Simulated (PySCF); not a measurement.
Work out the structure from these simulated measurements.

Formula: C3H16N4OSi3.

* UV, first state: lowest singlet excitation: 6.04 eV (205 nm, f = 0.013) [TDDFT CAM-B3LYP/def2-SVPD]
* 1H NMR: chemical shifts (computed TMS as zero) by class: 4.61 (1 H), 4.51 (1 H), 4.27 (1 H), 4.07 (1 H), 3.43 (3 H), 2.35 (6 H), 0.45 (1 H), 0.40 (1 H), 0.35 (1 H) ppm [GIAO HF/pcSseg-1]
* NMR, other nuclei: isotropic shieldings of nuclei other than C and H, by class: 227 (1 N), 229 (1 N), 236 (1 N), 263 (1 N), 318 (1 O), 428 (1 Si), 428 (1 Si), 430 (1 Si) ppm [GIAO HF/pcSseg-1]
* Triplet: lowest triplet excitation (Tamm–Dancoff): 5.91 eV [TDA CAM-B3LYP/def2-SVPD]
* Rotational structure: rotational constants A, B, C: 1.017, 0.496, 0.367 GHz [PBE0-D3(BJ)/def2-SVP]
* 13C NMR: chemical shifts (computed TMS as zero) by class: 46.8 (1 C), 33.6 (2 C) ppm [GIAO HF/pcSseg-1]

Gas-phase values; electronic properties from PySCF, density fitting. Levels stand in brackets. NMR shifts are as computed; neighbouring signals can stand in another order in a measured spectrum. Geometry: PBE0-D3(BJ)/def2-SVP, one conformer, isolated molecule. NMR classes are plain means over equivalent atoms (diastereotopic ones count apart unless rotation or inversion swaps them), as if these changed places fast.

Question: Propose a structure and show how it fits.

Answer: Numbering: `[CH3:1][O:2][Si@@H:3]1[NH:4][SiH2:5][NH:6][Si@H:7]([N:8]([CH3:9])[CH3:10])[NH:11]1`. Its formula, C3H16N4OSi3, gives 1 degree of unsaturation: 1 ring and 0 π bonds in the structure found. 3 carbons fall into 2 classes; from least to most shielded: methoxy carbon [C1] (46.8 ppm), N-methyl carbon [C9/C10] (33.6 ppm, 2 C). Hydrogen classes from least to most shielded: 1 H on an SiH2 silicon, Si5 (4.61 ppm), 1 H on an SiH2 silicon, Si5 (4.51 ppm), 1 H on an SiH silicon, Si7 (4.27 ppm), 1 H on an oxygen-bound silicon, Si3 (4.07 ppm), 3 H on a methoxy carbon, C1 (3.43 ppm), 6 H on 2 N-methyl carbons, C9/C10 (2.35 ppm, a mean of values up to 0.8 ppm apart in this geometry), 1 H on a nitrogen bridging silicon atoms, N11 (0.45 ppm), 1 H on a nitrogen bridging silicon atoms, N6 (0.40 ppm), 1 H on a nitrogen bridging silicon atoms, N4 (0.35 ppm). The other shieldings belong to: 227 ppm, nitrogen bridging silicon atoms [N11]; 229 ppm, nitrogen bridging silicon atoms [N4]; 236 ppm, nitrogen bridging silicon atoms [N6]; 263 ppm, silicon-bound nitrogen [N8]; 318 ppm, silyl ether oxygen [O2]; 428 ppm, SiH silicon [Si7]; 428 ppm, oxygen-bound silicon [Si3]; 430 ppm, SiH2 silicon [Si5]. The optimised geometry has point group C1 and is an asymmetric top. Structure: `CO[Si@@H]1N[SiH2]N[Si@H](N(C)C)N1`. The assignments are read from this structure; whether some other isomer fits the data as well wasn't checked. The mirror image fits equally.
